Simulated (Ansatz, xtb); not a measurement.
## Ranking isomers of BGeH3O2

3 gas-phase structures of BGeH3O2, found in a search over its isomers (lower ones may exist). Each was relaxed with GFN2-xTB; where two conformers were screened, the lower at r2SCAN-D4/def2-SVP is listed:

A. `B[O][Ge][OH]`, a singlet
B. a singlet given by its coordinates
C. `OB[O][GeH]`, a singlet

B (Å):

```xyz
7

B     0.3359    0.5681    2.7682
Ge   -1.0430    0.0245    0.1877
O     0.7591    0.6398    3.8869
O    -0.0997    0.5053    1.5575
H    -1.8687    1.2329   -0.1399
H    -0.0163   -0.3047   -0.8541
H    -1.8655   -1.1593    0.6075
```

Close contacts (Å): B1–O3 1.20, B1–O4 1.29, Ge2–O4 1.73, Ge2–H5 1.50, Ge2–H6 1.50, Ge2–H7 1.50.

Q: Estimate their order in r2SCAN-D4/def2-SVP energy at these geometries, lowest first.

A: Calculated order at r2SCAN-D4/def2-SVP: B (0.0), C (41.3), A (78.6) kJ/mol.

Energies above the lowest of each column, in kJ/mol; the last columns are at PBE-D3(BJ)/def2-SVP geometries (a dash: not run or not comparable):

```tsv
structure	GFN2-xTB	HF/STO-3G	r2SCAN-D4/def2-SVP	PBE-D3(BJ)/def2-SVP	CCSD(T)/def2-TZVP
B	67.6	0.0	0.0	0.0	0.0
C	34.7	146.3	41.3	22.7	37.7
A	0.0	176.9	78.6	66.5	–
```

CCSD(T)/def2-TZVP puts B lowest of those it was run on; GFN2-xTB picks A. Some further structures that were screened fall inside this span and aren't listed. Flexible structures stand in one conformer each, not always the lowest. Frequencies (PBE-D3(BJ)/def2-SVP) were run for B, C alone.

Programs: Ansatz 0.2.0, xtb 6.7.1.
